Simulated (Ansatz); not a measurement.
Species: CH$_{6}$OSi$_{2}$, SMILES `[SiH2]=CO[SiH3]` (Si–C–O–Si torsion 0°) with one electron removed (charge 1, multiplicity 2), formula CH$_{6}$OSi$_{2}$.

**Question.** How many basis functions does frozen-core CCSD(T)/cc-pVTZ // B3LYP-D3(BJ)/def2-TZVP (Ansatz, a first-principles code) use, how many core orbitals are frozen, and how many electrons are correlated?

**Answer.** 212 basis functions and 12 frozen orbitals, which leaves 23 correlated electrons. Core time is of the order of minutes.
